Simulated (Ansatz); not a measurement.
System: sum formula H2PO2, net charge 0, doublet state. It need not be the lowest isomer of its formula. 
Structure (B3LYP-D3(BJ)/def2-TZVP (Ansatz, an electronic-structure program) minimum search):
```
P
O 1 1.6322
H 2 0.9675 1 113.79
O 1 1.6617 2 97.67 3 -33.44
H 4 0.9647 1 112.20 2 160.35
```
Charge 0, spin multiplicity 2.

Parts of the frozen-core correlation energy in cc-pVTZ (Ansatz, hartree). Frozen orbitals: 7; correlated occupied orbitals by spin: 10 and 9; virtual: 105 and 106. Open shells are spin-unrestricted. Spin-orbit coupling is left out. Non-relativistic.

```csv
term,value
reference (HF),-491.72445
MP2 opposite-spin,-0.45318
MP2 same-spin,___
CCSD correlation,___
(T),___
T1 diagnostic,0.018
largest doubles amplitude,0.033
<S^2> of the reference,0.778
```

Problem. What belongs in the gaps?

Solution. 
- MP2 same-spin, value: -0.15441
- CCSD correlation, value: -0.62429
- (T), value: -0.02411
